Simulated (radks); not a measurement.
Q: Excited configurations of Er59+: one electron is placed in a higher orbital outside [He] 2s2 2p4. The ground configuration is [He] 2s2 2p5. All-electron calculation, Dirac Kohn-Sham, PBE, spin-unpolarised, spherical densities, point nucleus; open shells are shared between the two j in proportion to 2j + 1. Program: a radial shooting solver on a logarithmic mesh with Libxc functionals. Excitation = E - E(ground); binding = E(ion) - E, where the ion is the core of charge +60; n* = 60/sqrt(2 binding) in atomic units. These energies are relativistic, and a one-electron ion of charge +60 with no core already has n* below n in this formula (Dirac formula, point nucleus, mean over j: 4p 3.952, 4d 3.979, 5p 4.948, 5d 4.976, 5f 4.987, 6d 5.973, 6f 5.985, 7s 6.909, 7p 6.944, 7d 6.972). The quantum defect is therefore taken as that value minus n*, so that it holds no relativistic shift of the bare ion. Eigenvalue and <r> are those of j = l + 1/2.

| outer orbital | excitation (eV) | binding (eV) | n* | quantum defect | eigenvalue (eV) | <r> (bohr) |
|---|---|---|---|---|---|---|
| 4p | 10339.7 | 3239.8 | 3.888 | 0.064 | -3175.6 | 0.3651 |
| 4d | 10447.3 | 3132.3 | 3.954 | 0.025 | -3091.9 | 0.3417 |
| 5p | 11525.9 | 2053.7 | 4.884 | 0.065 | -2019.1 | 0.5843 |
| 5d | 11579.2 | 2000.3 | 4.948 | 0.027 | -1977.5 | 0.5631 |
| 5f | 11603.7 | 1975.9 | 4.979 | 0.008 | -1954.3 | 0.5198 |
| 6d | 12192.8 | 1386.8 | 5.943 | 0.030 | -1372.3 | 0.8344 |
| 6f | 12206.7 | 1372.9 | 5.973 | 0.011 | -1359.6 | 0.7923 |
| 7p | 12543.6 | 1036.0 | 6.876 | 0.068 | -1021.7 | 1.172 |
| 7d | 12562.2 | 1017.3 | 6.939 | 0.033 | -1007.5 | 1.156 |

Estimate the row for 7s.

A: excitation (eV) 12521.8; binding (eV) 1057.8; n* 6.805; quantum defect 0.105; eigenvalue (eV) -1050.2; <r> (bohr) 1.157. The Delta-SCF ionisation energy is 13579.5 eV (NIST Atomic Spectra Database: 13217 eV, theoretical). Self-interaction in the functional shifts the binding energies and quantum defects, so they are the method's values and not measured ones. Spin polarisation and multiplet splitting are left out, so open shells lie too high by an amount that depends on their filling. Sharing an open shell by 2j + 1 raises it above the true ground level by a part of the spin-orbit splitting, which enters the differences from NIST.

Beside tabulated values, note that spin-unpolarised runs miss the spin-polarisation part of the exchange energy of open shells.
